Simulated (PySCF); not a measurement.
Compound: 3-bromopropionamide, C₃H₆BrNO.
Atom-mapped SMILES: `[NH2:1][C:2](=[O:3])[CH2:4][CH2:5][Br:6]` (hydrogens: H7, H8 on N1; H9, H10 on C4; H11, H12 on C5)

The calculation used PBE0-D3(BJ)/def2-SVP geometry optimisation, gas phase (PySCF).

Entries marked ? are missing. Bonds in one row agree within 0.01 Å.

| coordinate | value |
| --- | --- |
| N1–C2 | ? |
| C2=O3 | 1.213 Å |
| C2–C4 | ? |
| C4–C5 | 1.510 Å |
| C5–Br6 | ? |
| N1–H7 | 1.009 Å |
| N1–H8 | 1.012 Å |
| C4–H9, C4–H10 | 1.103 Å |
| C5–H11, C5–H12 | 1.097 Å |
| N1–C2–O3 | ? |
| N1–C2–C4 | ? |
| O3–C2–C4 | 121.2° |
| C2–C4–C5 | ? |
| C4–C5–Br6 | 111.5° |

Question: Fill in the missing values.

Answer: 
- N1–C2 = 1.355 Å, drawn single (amide nitrogen to amide carbonyl carbon); 0.08 Å below the sum of covalent radii, 1.44 Å.
- C2–C4 = 1.523 Å, drawn single (amide carbonyl carbon to sp3 carbon next to a carbonyl); 0.03 Å above the sum of covalent radii, 1.49 Å.
- C5–Br6 = 1.947 Å, drawn single (sp3 C–Br carbon to alkyl bromine); 0.01 Å below the sum of covalent radii, 1.96 Å.
- N1–C2–O3 = 123.2°, at the amide carbonyl carbon; the outer atoms are 2.260 Å apart.
- N1–C2–C4 = 115.5°, at the amide carbonyl carbon; the outer atoms are 2.435 Å apart.
- C2–C4–C5 = 111.3°, at the sp3 carbon next to a carbonyl; the outer atoms are 2.503 Å apart.

Radii are Cordero's, carbon taken as 0.76, 0.73 or 0.69 Å for four, three, and two or fewer neighbours.

Stationary, but not proved a minimum. One conformer, not necessarily the lowest (H–N1–C2–O3 -170° and -5°, N1–C2–C4–C5 -137°, C2–C4–C5–Br6 73°).

The run took 2.6 min of wall time on one thread of an Intel Xeon Platinum 8488C, no GPU, shared host, and the process peaked at 0.57 GiB of memory. This is the geometry optimisation.
